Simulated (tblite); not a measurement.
Compound: C₆H₆BrP.
Bonds: C1–C2, C2–C3 (aromatic), C3–C4 (aromatic), C4–C5 (aromatic), C5–Br6, C5–P7 (aromatic), P7–C8 (aromatic), C2–C8 (aromatic). Hydrogens: H9, H10, H11 on C1; H12 on C3; H13 on C4; H14 on C8.

Computed with GFN2-xTB (tblite), gas phase: L-BFGS steps from a force-field or distance-geometry start until the largest atomic force falls under 0.01 eV/Å.

The end geometry, which sets the zero of energy:
```
atom  x, y, z in Å
C1     -2.1165   -0.3905    0.0857
C2     -0.6764    0.0272    0.0394
C3      0.3102   -0.9544   -0.0009
C4      1.6642   -0.6781   -0.0641
C5      2.1577    0.6094   -0.0946
Br6     4.0616    0.8414   -0.1752
P7      1.2196    2.0753   -0.0633
C8     -0.3615    1.3740    0.0142
H9     -2.2298   -1.3314    0.6194
H10    -2.4910   -0.5308   -0.9290
H11    -2.7286    0.3669    0.5694
H12     0.0054   -1.9910    0.0200
H13     2.3631   -1.5034   -0.0892
H14    -1.1787    2.0849    0.0460
```

**Question.** These geometries come from the run, each turned onto the end geometry. Order them by energy, lowest first.
A.
```
atom  x, y, z in Å
C1     -2.1198   -0.3989    0.0880
C2     -0.6864    0.0390    0.0403
C3      0.3082   -0.9309    0.0003
C4      1.6623   -0.6664   -0.0612
C5      2.1715    0.6138   -0.0886
Br6     4.0740    0.8002   -0.1809
P7      1.2249    2.0781   -0.0522
C8     -0.3630    1.3824    0.0112
H9     -2.2127   -1.3448    0.6143
H10    -2.4945   -0.5453   -0.9237
H11    -2.7505    0.3384    0.5759
H12     0.0097   -1.9648    0.0168
H13     2.3519   -1.4995   -0.0916
H14    -1.1763    2.0983    0.0293
```
B.
```
atom  x, y, z in Å
C1     -2.1232   -0.4028    0.0870
C2     -0.6811    0.0510    0.0402
C3      0.3152   -0.9263    0.0006
C4      1.6750   -0.6643   -0.0655
C5      2.1832    0.6199   -0.0868
Br6     4.1179    0.7843   -0.1850
P7      1.2250    2.0740   -0.0486
C8     -0.3757    1.4042    0.0131
H9     -2.2266   -1.3479    0.6202
H10    -2.5037   -0.5481   -0.9273
H11    -2.7615    0.3263    0.5793
H12     0.0157   -1.9693    0.0150
H13     2.3526   -1.5128   -0.0897
H14    -1.2136    2.1111    0.0252
```
C.
```
atom  x, y, z in Å
C1     -2.1175   -0.3995    0.0875
C2     -0.6851    0.0439    0.0405
C3      0.3111   -0.9255   -0.0003
C4      1.6663   -0.6670   -0.0620
C5      2.1746    0.6122   -0.0881
Br6     4.0924    0.7926   -0.1827
P7      1.2230    2.0749   -0.0503
C8     -0.3720    1.3884    0.0119
H9     -2.2186   -1.3448    0.6154
H10    -2.4982   -0.5467   -0.9231
H11    -2.7556    0.3322    0.5768
H12     0.0149   -1.9593    0.0159
H13     2.3507   -1.5016   -0.0910
H14    -1.1867    2.0997    0.0272
```
D.
```
atom  x, y, z in Å
C1     -2.1323   -0.4087    0.0855
C2     -0.6850    0.0489    0.0397
C3      0.3170   -0.9348    0.0032
C4      1.6836   -0.6694   -0.0709
C5      2.2205    0.6196   -0.0862
Br6     4.1294    0.7791   -0.1864
P7      1.2412    2.1126   -0.0485
C8     -0.3954    1.4155    0.0154
H9     -2.2315   -1.3513    0.6262
H10    -2.5071   -0.5482   -0.9338
H11    -2.7660    0.3249    0.5834
H12     0.0110   -1.9910    0.0144
H13     2.3561   -1.5256   -0.0881
H14    -1.2422    2.1278    0.0238
```
E.
```
atom  x, y, z in Å
C1     -2.1186   -0.3974    0.0873
C2     -0.6810    0.0377    0.0397
C3      0.3061   -0.9445    0.0015
C4      1.6595   -0.6695   -0.0623
C5      2.1603    0.6154   -0.0886
Br6     4.0650    0.8142   -0.1790
P7      1.2266    2.0824   -0.0557
C8     -0.3576    1.3826    0.0114
H9     -2.2092   -1.3452    0.6159
H10    -2.4923   -0.5428   -0.9280
H11    -2.7444    0.3468    0.5758
H12     0.0010   -1.9815    0.0185
H13     2.3533   -1.4985   -0.0918
H14    -1.1694    2.0997    0.0330
```

**Answer.** E (0.003 eV), A (0.008 eV), C (0.014 eV), B (0.037 eV), D (0.131 eV).

In the order of the answer:

```
step  E above end (eV)  largest force (eV/Å)  rms force component (eV/Å)  rms distance from end (Å)  rms bond change (Å)  bond most changed (Å)
   9             0.003                  0.07                       0.026                      0.016                0.001           C1–C2 +0.003
   6             0.008                  0.19                       0.053                      0.022                0.003          C5–Br6 -0.006
   5             0.014                  0.22                       0.071                      0.027                0.004          C5–Br6 +0.009
   3             0.037                  0.47                       0.141                      0.035                0.009          C5–Br6 +0.024
   1             0.131                  1.28                       0.337                      0.047                0.022           P7–C8 +0.049
```

The cost below is that of the whole relaxation. On Arm Neoverse N1, one thread, on a shared host, this took 0.34 s wall.
